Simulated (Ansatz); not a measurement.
`CC(Cl)[SiH2]Cl` + `[NH2][Zr]([F])([F])[F]` → `C[NH][Zr]([F])([F])[F]` + `ClC[SiH2]Cl`  (substitution at a C–C bond)

Gas-phase electronic energies from Ansatz, PBE0-D4/def2-TZVP geometries. CCSD(T)/CBS is the MP2 limit (def2-TZVPP, def2-QZVPP) plus CCSD(T) − MP2 in def2-TZVPP, frozen cores. Functionals use def2-TZVPP. def2 core potentials past Kr. For Zr outer-core shells are correlated without core-valence functions, which leaves a few kJ/mol of doubt a bond. One conformer a species, not always the lowest.

`CC(Cl)[SiH2]Cl`:

Z-matrix (Å, degrees):
```
C
C 1 1.511
H 1 1.093 2 109.4
H 1 1.092 2 111.1 3 -119.7
H 1 1.092 2 111.2 3 119.6
Cl 2 1.805 1 110.9 3 179.7
Si 2 1.879 1 115.6 3 -64.0
H 2 1.092 1 111.0 3 62.7
Cl 7 2.062 2 108.9 1 60.3
H 7 1.478 2 110.4 1 178.8
H 7 1.480 2 109.3 1 -57.7
```

`[NH2][Zr]([F])([F])[F]`:

```xyz
7

N    -1.107    0.279    0.492
Zr    0.679   -0.195   -0.314
F     1.531   -1.468    0.817
F     0.362   -0.817   -2.084
F     1.792    1.355   -0.360
H    -1.961    0.433   -0.027
H    -1.296    0.412    1.477
```

`C[NH][Zr]([F])([F])[F]`:

```xyz
10

C     1.133   -0.020   -1.014
N     0.629   -0.138    0.342
Zr   -1.295    0.062    0.877
F    -1.888    1.787    0.304
F    -1.401   -0.178    2.765
F    -2.318   -1.223   -0.100
H     1.859    0.794   -1.112
H     1.601   -0.947   -1.361
H     0.313    0.201   -1.705
H     1.367   -0.339    1.005
```

`ClC[SiH2]Cl`:

```xyz
8

Cl    1.855   -1.159    0.535
C     0.881   -0.007   -0.422
Si   -0.819    0.029    0.365
Cl   -2.000    1.342   -0.691
H     0.856   -0.359   -1.453
H     1.376    0.963   -0.392
H    -1.433   -1.314    0.298
H    -0.717    0.507    1.761
```

```tsv
level	ΔE (kJ/mol)
BLYP-D4	41.8
r2SCANh-D4	46.1
```

(1) What does CCSD(T)/CBS give? (Best estimate.)

Largest T1 diagnostic among the species: 0.017.

Answers

(1) Computed: +46.5 kJ/mol. The listed levels differ from it by -4.7, -0.4 kJ/mol.

From BLYP to BHLYP (50 % exact exchange), in def2-TZVPP and without D4, ΔE moves by +4.2 kJ/mol. The D4 term adds +4.6 kJ/mol with B3LYP and +2.5 kJ/mol with PBE0; it sums over pairs of atoms, weighted by their polarisabilities, and B3LYP, whose exchange is more repulsive, gets the larger term.

CCSD(T)/CBS has its own doubt, a few kJ/mol and more with outer-core shells, so smaller differences from it don't rank the levels.

B3LYP here is the variant with VWN-RPA as its local correlation; programs differ in this.
